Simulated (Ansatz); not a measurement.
Relaxation of CH3BOSi (7 atoms, charge 0, multiplicity 1), to a largest force component of 0.015 eV/Å in at most 40 steps.

Method: RKS PBE/def2-SVP (Ansatz).

```xyz
7
Properties=species:S:1:pos:R:3:forces:R:3
C -2.344 0.329 -1.064 2.59 -0.45 1.21
Si -0.864 -0.024 -0.316 -2.73 0.36 -1.23
B 0.450 -0.993 0.691 1.41 0.38 0.35
O 1.675 -0.451 0.845 -0.16 0.88 -0.54
H -3.253 -0.242 -1.130 -1.12 0.08 -0.47
H 0.186 -2.052 1.172 -0.48 -0.53 0.10
H 2.328 -0.934 1.348 0.49 -0.71 0.56
```

Where does it end, and by what steps?

The forces met the threshold. After 19 steps the energy has fallen by 0.822 eV; C1 moved furthest, 0.55 Å.

| step | energy less start (eV) | largest force component (eV/Å) | accepted |
| --- | --- | --- | --- |
| 0 | 0.0000 | 2.735 | yes |
| 1 | -0.3319 | 1.359 | yes |
| 2 | -0.5047 | 1.443 | yes |
| 3 | -0.6301 | 0.644 | yes |
| 4 | -0.6782 | 0.453 | yes |
| 5 | -0.7029 | 0.179 | yes |
| 6 | -0.7093 | 0.101 | yes |
| 7 | -0.7104 | 0.035 | yes |
| 8 | -0.7127 | 0.257 | yes |
| 9 | -0.7153 | 0.077 | yes |
| 10 | -0.7251 | 0.100 | yes |
| 11 | -0.7510 | 0.642 | yes |
| 12 | -0.7368 | 1.211 | no |
| 13 | -0.7817 | 0.274 | yes |
| 14 | -0.8042 | 0.174 | yes |
| 15 | -0.8168 | 0.217 | yes |
| 16 | -0.8215 | 0.042 | yes |
| 17 | -0.8217 | 0.052 | yes |
| 18 | -0.8219 | 0.039 | yes |
| 19 | -0.8220 | 0.004 | yes |

```xyz
7
Properties=species:S:1:pos:R:3
C -2.394 -0.162 -0.830
Si -0.825 0.118 -0.390
B 0.513 -0.936 0.680
O 1.751 -0.421 0.865
H -3.355 0.054 -1.309
H 0.164 -2.013 1.131
H 2.323 -1.007 1.396
```

Whether the end is a true minimum wasn't checked by a vibrational analysis.

Time of the run: 3 min on 1 thread of Intel(R) Xeon(R) Processor @ 2.50GHz (Skylake/Cascade Lake), with other jobs on the host, peak memory 0.16 GiB.
